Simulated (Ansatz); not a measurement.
# Energy profile

The step: GaSiNH₅Cl ([NH2][Ga]([SiH3])[Cl]) → GaNHCl ([NH][Ga][Cl]) + SiH₄; bonds formed: Si2–H4; bonds broken: Ga1–Si2, N3–H4 (atoms numbered as in the saddle structure below).

```json
{"atom": "Ga1", "x (Å)": "-0.9857", "y (Å)": "1.0310", "z (Å)": "0.3977"}
{"atom": "Si2", "x (Å)": "1.1381", "y (Å)": "-0.7779", "z (Å)": "0.1055"}
{"atom": "N3", "x (Å)": "-1.5766", "y (Å)": "0.3717", "z (Å)": "-1.1122"}
{"atom": "H4", "x (Å)": "-0.2782", "y (Å)": "-0.3286", "z (Å)": "-0.7366"}
{"atom": "Cl5", "x (Å)": "-0.6077", "y (Å)": "2.0687", "z (Å)": "2.2060"}
{"atom": "H6", "x (Å)": "1.5499", "y (Å)": "-1.8111", "z (Å)": "-0.8821"}
{"atom": "H7", "x (Å)": "2.2176", "y (Å)": "0.2408", "z (Å)": "0.2108"}
{"atom": "H8", "x (Å)": "0.9625", "y (Å)": "-1.4275", "z (Å)": "1.4326"}
{"atom": "H9", "x (Å)": "-2.4199", "y (Å)": "0.6329", "z (Å)": "-1.6217"}
```

Electronic energies by CCSD(T) at an estimated basis limit (MP2 extrapolated from triple and quadruple zeta, plus CCSD(T) − MP2 in triple zeta), on PBE0-D4/def2-TZVP structures; GaSiNH5Cl, singlet; no counterpoise correction. Computed with Ansatz 0.2.0 (basis: def2-TZVPP and def2-QZVPP); correlated methods freeze the cores. Filled d shells of the heavier atoms are correlated. The def2 sets are not built for correlating such inner shells, so the correlated values are less sure here. Extrapolation: Hartree–Fock as exp(−7.88 √X), correlation as X^−2.97.

(1) Give the profile in kJ/mol, counted from the start structure. (Judge from chemistry; the value comes from the calculation.)

The T1 diagnostic stays at or below 0.020. The restricted Hartree–Fock reference is unstable towards an unrestricted one at one or more of these structures. The end structure is not quite a true minimum (one mode of 62i cm⁻¹).

Answers

(1) The calculation gives:
| point | kJ/mol |
| --- | --- |
| start structure | 0.0 |
| saddle | 363.5 |
| end structure | 273.1 |
| separated: GaNHCl (linked as [NH][Ga][Cl]; Ga1, N3, Cl5, H9; singlet) + SiH4 (Si2, H4, H6, H7, H8; singlet) | 283.4 |

For scale, one of the runs: CCSD(T)/def2-TZVPP, 233 basis functions, launched by `ansatz run in.yaml --threads 4 --pin off --events-out ev --progress --plain --max-ram 9574MiB`. Time: 110 s of wall clock on 4 CPU threads of an Arm Neoverse V2; the host was shared. Peak host memory: 3.8 GiB.
